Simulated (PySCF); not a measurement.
A PySCF script (with the pyscf-properties extension) for the NMR shieldings of SMILES C(/C=C1\[C@@H](C(F)F)CC1)Cl, C$_{7}$H$_{9}$ClF$_{2}$, on a GFN2-xTB geometry:

```python
import basis_set_exchange as bse
import numpy as np
from pyscf import gto, dft
from pyscf.prop import nmr

atoms = """
F    -2.274493    2.051730    0.365416
C    -1.155468    1.523066   -0.189478
F    -0.196742    2.476310   -0.072891
C    -0.759961    0.240655    0.523780
C    -1.760597   -0.908175    0.274547
C    -0.715783   -1.622809   -0.602586
C     0.286535   -0.576235   -0.199543
C     1.594182   -0.467955   -0.358149
C     2.430313    0.620614    0.210804
Cl    3.456970   -0.060424    1.525056
H    -1.350221    1.378153   -1.263239
H    -0.544113    0.474774    1.568270
H    -2.013038   -1.452553    1.179997
H    -2.678035   -0.612763   -0.229382
H    -0.949995   -1.619573   -1.666615
H    -0.462346   -2.639529   -0.308049
H     2.125838   -1.241988   -0.895417
H     3.119911    1.030543   -0.526052
H     1.837240    1.415410    0.656071
"""
names = dict.fromkeys(["F", "C", "Cl", "H"], "pcSseg-1")
basis = {el: gto.basis.parse(bse.get_basis(n, elements=[el], fmt="nwchem")) for el, n in names.items()}
mol = gto.M(atom=atoms, basis=basis, charge=0, verbose=0)
mf = dft.RKS(mol, xc="PBE0")
mf.grids.level = 2
mf.grids.alignment = dft.numint.BLKSIZE   # the property module wants whole blocks of grid points
mf.conv_tol = 1e-9
mf.kernel()

calc = nmr.RKS(mf)   # GIAO
C = mf.mo_coeff
Co = C[:, mf.mo_occ > 0]
resp = mf.gen_response(singlet=True, hermi=2)
def vind(x):   # induced exchange potential for any number of trial vectors
    d = np.einsum("pi,xij,qj->xpq", C, 2 * x.reshape(-1, C.shape[1], Co.shape[1]), Co, optimize=True)
    return np.einsum("xpq,pi,qj->xij", resp(d - d.transpose(0, 2, 1)), C, Co, optimize=True).ravel()
mo1, _ = nmr.rhf.solve_mo1(calc, with_cphf=vind)
sigma = calc.kernel(mo1)
for i, s in enumerate(sigma):   # ppm
    w = np.linalg.eigvalsh((s + s.T) / 2)
    print("%2d %-2s iso %8.1f  s11 %8.1f  s22 %8.1f  s33 %8.1f" % (i, mol.atom_pure_symbol(i), w.mean(), *w))
```

Task: What are the results?

Result: 
```
 0 F  iso    310.2  s11    217.7  s22    342.4  s33    370.6
 1 C  iso     62.0  s11     43.3  s22     68.9  s33     73.8
 2 F  iso    306.9  s11    215.4  s22    338.8  s33    366.7
 3 C  iso    139.6  s11    125.9  s22    144.4  s33    148.3
 4 C  iso    168.7  s11    156.6  s22    165.9  s33    183.7
 5 C  iso    157.3  s11    143.4  s22    153.5  s33    174.9
 6 C  iso     40.1  s11    -56.1  s22     36.1  s33    140.4
 7 C  iso     52.9  s11    -59.8  s22     69.8  s33    148.7
 8 C  iso    140.6  s11    113.8  s22    136.7  s33    171.5
 9 Cl iso    826.6  s11    617.9  s22    772.4  s33   1089.5
10 H  iso     25.8  s11     24.7  s22     24.8  s33     27.9
11 H  iso     28.2  s11     26.7  s22     27.3  s33     30.7
12 H  iso     29.3  s11     26.2  s22     26.8  s33     35.0
13 H  iso     29.8  s11     26.1  s22     28.3  s33     35.1
14 H  iso     28.9  s11     25.5  s22     27.0  s33     34.1
15 H  iso     28.9  s11     25.1  s22     27.1  s33     34.6
16 H  iso     25.8  s11     23.0  s22     25.2  s33     29.2
17 H  iso     27.7  s11     21.9  s22     27.3  s33     33.8
18 H  iso     27.3  s11     21.0  s22     25.6  s33     35.1
```

These numbers come from an equivalent density-fitted implementation of the same equations, which agrees with the script to about 0.01 ppm for H and up to a few tenths of a ppm for heavy atoms, so last digits may differ.

Task: Turn these shieldings into chemical shifts. Shifts are taken against calculated references (same method and geometry level): 19F (σ = 170.95 ppm) against CFCl3; TMS for 13C (σ = 186.93 ppm) and 1H (σ = 31.72 ppm); 35Cl (σ = 949.78 ppm) against HCl.

Result: Averaging equivalent atoms: F 2: -136.0; F 0: -139.3; C 6: 146.8; C 7: 134.0; C 1: 124.9; C 3: 47.4; C 8: 46.3; C 5: 29.7; C 4: 18.2; Cl 9: 123; H 10: 5.92; H 16: 5.91; H 18: 4.46; H 17: 4.02; H 11: 3.47; H 14: 2.86; H 15: 2.80; H 12: 2.37; H 13: 1.90 ppm. Unscaled 19F shifts against computed CFCl3 carry errors that often reach 10 to 50 ppm.

Size and cost of the density-fitted run: 222 basis functions, 95 s wall time on 1 thread of an Intel Xeon, shared host; peak memory 1 GiB.
